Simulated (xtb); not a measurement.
C₂H₈AsGa, triplet, geometry from GFN2-xTB (such geometries of metal compounds can be far from the true shape) (a higher spin typed on purpose: for a closed-shell molecule this is an excited state), atoms displaced at random by about 0.05 Å a coordinate; GFN1-xTB run with xtb.

Input for xtb:
```
$ xtb mol.xyz --gfn 1 --uhf 2 --opt --json

# file mol.xyz
12

Ga     0.10328016    -1.20498250    -0.15146146
C      2.04984947    -0.85600580    -0.71555281
H      2.72951488    -1.79198359    -0.74801541
H      2.47601615    -0.16174037    -0.01417248
H      2.13222016    -0.38099646    -1.57848250
C     -0.42183590    -1.10541545     2.06141653
H     -0.26587692    -2.15547921     2.52597296
H     -1.48555823    -0.70500507     2.10890608
H      0.23043249    -0.39355572     2.44494864
As    -0.51561005     1.66001535    -0.16685609
H     -1.89105015     1.25072684    -0.21170106
H     -0.44881174     1.41150094    -1.71775049
```

Output, abridged:

```
   ID    Z sym.   atoms
    1   31 Ga     1
    2    6 C      2, 6
    3    1 H      3-5, 7-9, 11, 12
    4   33 As     10

           -------------------------------------------------
          |                Calculation Setup                |
           -------------------------------------------------

molecular fragmentation (1/2 indicates fragments):
111111111222
# atoms in fragment 1/2:     9     3
 fragment masses (1/2) :       99.79       76.94
CMA distance (Bohr)    :   5.537
constraining FC (au)   :  0.0500

           -------------------------------------------------
          |                 G F N 1 - x T B                 |
           -------------------------------------------------

          ...................................................
          :                      SETUP                      :
          :.................................................:
          :  # basis functions                  44          :
          :  # atomic orbitals                  42          :
          :  # shells                           26          :
          :  # electrons                        24          :
          :  # halogen bonds                     0          :
          :  max. iterations                   250          :
          :  Hamiltonian                  GFN1-xTB          :
          :  restarted?                      false          :
          :  GBSA solvation                  false          :
          :  PC potential                    false          :
          :  electronic temp.          300.0000000     K    :
          :  accuracy                    1.0000000          :
          :  -> integral cutoff          0.2500000E+02      :
          :  -> integral neglect         0.1000000E-07      :
          :  -> SCF convergence          0.1000000E-05 Eh   :
          :  -> wf. convergence          0.2000000E-04 e    :
          :  Broyden damping             0.4000000          :
          :  net charge                          0          :
          :  unpaired electrons                  2          :
          ...................................................

 iter      E             dE          RMSdq      gap      omega  full diag
   1    -11.9480620 -0.119481E+02  0.690E+00    3.76       0.0  T
   2    -11.4696872  0.478375E+00  0.606E+00    0.23       1.0  T
   3    -11.8214876 -0.351800E+00  0.460E+00    3.21       1.0  T
   4    -12.1468416 -0.325354E+00  0.142E+00    3.73       1.0  T
   5    -12.1966365 -0.497949E-01  0.375E-01    2.92       1.0  T
   6    -12.1954154  0.122108E-02  0.404E-01    2.89       1.0  T
   7    -12.1982984 -0.288307E-02  0.202E-01    2.70       1.0  T
   8    -12.1988238 -0.525313E-03  0.128E-01    2.64       1.0  T
   9    -12.1991392 -0.315425E-03  0.516E-02    2.51       1.0  T
  10    -12.1992069 -0.677448E-04  0.768E-03    2.55       3.8  T
  11    -12.1992077 -0.761206E-06  0.239E-03    2.55      12.1  T
  12    -12.1992078 -0.116408E-06  0.101E-03    2.55      28.6  T
  13    -12.1992078 -0.737148E-08  0.758E-04    2.55      38.1  T
  14    -12.1992078 -0.144735E-07  0.297E-04    2.55      97.2  T
  15    -12.1992078 -0.193364E-08  0.984E-05    2.55     293.5  T
  16    -12.1992078 -0.243320E-09  0.136E-05    2.55    2118.2  T

   *** convergence criteria satisfied after 16 iterations ***

 transition dipole moment (au) for excitation:          12          13
     X       Y       Z
  -0.2087   1.0747  -0.4872  total (au/Debye):    1.198   3.046
 dE (eV)             :    1.618
 oscillator strength :  0.80479E-01

         :::::::::::::::::::::::::::::::::::::::::::::::::::::
         ::                     SUMMARY                     ::
         :::::::::::::::::::::::::::::::::::::::::::::::::::::
         :: total energy             -12.074539012454 Eh    ::
         :: gradient norm              0.163897332502 Eh/a0 ::
         :: HOMO-LUMO gap              2.546161219216 eV    ::
         ::.................................................::
         :: SCC energy               -12.199207830756 Eh    ::
         :: -> electrostatic           0.006821565608 Eh    ::
         :: repulsion energy           0.128708480076 Eh    ::
         :: dispersion energy         -0.004039661774 Eh    ::
         :: halogen bond corr.         0.000000000000 Eh    ::
         :: add. restraining           0.000000000000 Eh    ::
         :: total charge              -0.000000000000 e     ::
         :::::::::::::::::::::::::::::::::::::::::::::::::::::

      -----------------------------------------------------------
     |                   =====================                   |
     |                        A N C O P T                        |
     |                   =====================                   |
     |               Approximate Normal Coordinate               |
     |                Rational Function Optimizer                |
      -----------------------------------------------------------
      -----------------------------------------------------------
     |                   =====================                   |
     |                        A N C O P T                        |
     |                   =====================                   |
     |               Approximate Normal Coordinate               |
     |                Rational Function Optimizer                |
      -----------------------------------------------------------

          ...................................................
          :                      SETUP                      :
          :.................................................:
          :   optimization level            normal          :
          :   max. optcycles                   200          :
          :   ANC micro-cycles                  20          :
          :   degrees of freedom                30          :
          :.................................................:
          :   RF solver                   davidson          :
[...]
 * total energy  :   -12.1017601 Eh     change        0.4158730E-03 Eh
 * total energy  :   -12.1031848 Eh     change       -0.1424638E-02 Eh
 * total energy  :   -12.1033856 Eh     change       -0.2008439E-03 Eh
 * total energy  :   -12.1035270 Eh     change       -0.1413683E-03 Eh
 * total energy  :   -12.1036604 Eh     change       -0.1333924E-03 Eh
 * total energy  :   -12.1037486 Eh     change       -0.8822911E-04 Eh
 * total energy  :   -12.1038054 Eh     change       -0.5679536E-04 Eh
 * total energy  :   -12.1038367 Eh     change       -0.3129991E-04 Eh
 * total energy  :   -12.1038489 Eh     change       -0.1217839E-04 Eh
 * total energy  :   -12.1038569 Eh     change       -0.8019497E-05 Eh
 * total energy  :   -12.1038669 Eh     change       -0.1001491E-04 Eh
 * total energy  :   -12.1038726 Eh     change       -0.5727014E-05 Eh
 * total energy  :   -12.1038776 Eh     change       -0.4932120E-05 Eh
   *** GEOMETRY OPTIMIZATION CONVERGED AFTER 16 ITERATIONS ***
[...]
   3    -12.2124691  0.142109E-13  0.435E-07    2.90   66303.1  T

   *** convergence criteria satisfied after 3 iterations ***

 transition dipole moment (au) for excitation:          12          13
     X       Y       Z
   0.5055  -1.4633   0.5065  total (au/Debye):    1.629   4.140
 dE (eV)             :    1.546
 oscillator strength :  0.14209E+00

         :::::::::::::::::::::::::::::::::::::::::::::::::::::
         ::                     SUMMARY                     ::
         :::::::::::::::::::::::::::::::::::::::::::::::::::::
         :: total energy             -12.103877563783 Eh    ::
         :: gradient norm              0.000528826378 Eh/a0 ::
         :: HOMO-LUMO gap              2.901598871792 eV    ::
         ::.................................................::
         :: SCC energy               -12.212469106518 Eh    ::
         :: -> electrostatic           0.006757006640 Eh    ::
         :: repulsion energy           0.112544286371 Eh    ::
         :: dispersion energy         -0.003952743636 Eh    ::
         :: halogen bond corr.         0.000000000000 Eh    ::
         :: add. restraining           0.000000000000 Eh    ::
         :: total charge              -0.000000000000 e     ::
         :::::::::::::::::::::::::::::::::::::::::::::::::::::

           -------------------------------------------------
          |                Property Printout                |
           -------------------------------------------------

    * Orbital Energies and Occupations

         #    Occupation            Energy/Eh            Energy/eV
      -------------------------------------------------------------
         1        2.0000           -0.7285284             -19.8243
         2        2.0000           -0.5975716             -16.2608
         3        2.0000           -0.5917950             -16.1036
         4        2.0000           -0.5115569             -13.9202
         5        2.0000           -0.4969502             -13.5227
         6        2.0000           -0.4959318             -13.4950
         7        2.0000           -0.4933867             -13.4257
         8        2.0000           -0.4862959             -13.2328
         9        2.0000           -0.4855385             -13.2122
        10        2.0000           -0.4612595             -12.5515
        11        2.0000           -0.3918226             -10.6620
        12        1.0000           -0.3718764             -10.1193
        13        1.0000           -0.3150790              -8.5737 (HOMO)
        14                         -0.2084472              -5.6721 (LUMO)
        15                         -0.1483174              -4.0359
        16                         -0.1262911              -3.4366
        17                         -0.1184738              -3.2238
        18                         -0.1183405              -3.2202
        19                         -0.1039837              -2.8295
        20                         -0.0925823              -2.5193
        21                         -0.0879554              -2.3934
        22                         -0.0852714              -2.3204
        23                         -0.0738224              -2.0088
        24                         -0.0633556              -1.7240
       ...                                ...                  ...
        42                          0.9079469              24.7065
      -------------------------------------------------------------
                  HL-Gap            0.1066318 Eh            2.9016 eV
             Fermi-level           -0.3218063 Eh           -8.7568 eV

  Mulliken/CM5 charges         n(s)   n(p)   n(d)
     1Ga    0.14892  0.12405   1.623  0.996  0.232
     2C    -0.23250 -0.37056   1.036  3.196  0.000
     3H     0.03523  0.08529   0.965  0.000  0.000
     4H     0.03565  0.08647   0.964  0.000  0.000
     5H     0.02838  0.07841   0.972  0.000  0.000
     6C    -0.21263 -0.35208   1.042  3.171  0.000
     7H     0.03979  0.09048   0.960  0.000  0.000
     8H     0.02884  0.07897   0.971  0.000  0.000
     9H     0.03681  0.08765   0.963  0.000  0.000
    10As    0.08988 -0.03828   1.832  2.953  0.126
    11H     0.00174  0.06576   0.998  0.000  0.000
    12H    -0.00011  0.06384   1.000  0.000  0.000

Wiberg/Mayer (AO) data.
largest (>0.10) Wiberg bond orders for each atom

 ---------------------------------------------------------------------------
     #   Z sym  total        # sym  WBO       # sym  WBO       # sym  WBO
 ---------------------------------------------------------------------------
     1  31 Ga   2.463 --     2 C    0.794     6 C    0.692    10 As   0.668
     2   6 C    3.849 --     5 H    0.959     3 H    0.949     4 H    0.947
                             1 Ga   0.794     6 C    0.167
     3   1 H    1.005 --     2 C    0.949
     4   1 H    1.002 --     2 C    0.947
     5   1 H    1.003 --     2 C    0.959
     6   6 C    3.817 --     8 H    0.967     9 H    0.955     7 H    0.942
                             1 Ga   0.692     2 C    0.167
     7   1 H    1.007 --     6 C    0.942
     8   1 H    1.002 --     6 C    0.967
     9   1 H    1.002 --     6 C    0.955
    10  33 As   2.705 --    11 H    0.966    12 H    0.961     1 Ga   0.668
    11   1 H    1.003 --    10 As   0.966
    12   1 H    1.006 --    10 As   0.961
 ---------------------------------------------------------------------------

Topologies differ in total number of bonds
Writing topology from bond orders to xtbtopo.mol

 dipole moment from electron density (au)
     X       Y       Z
  -0.5662   0.0321  -0.3804  total (Debye):    1.736

optimized geometry written to: xtbopt.xyz

           -------------------------------------------------
          | TOTAL ENERGY              -12.103877563783 Eh   |
          | GRADIENT NORM               0.000528826378 Eh/α |
          | HOMO-LUMO GAP               2.901598871792 eV   |
           -------------------------------------------------
```
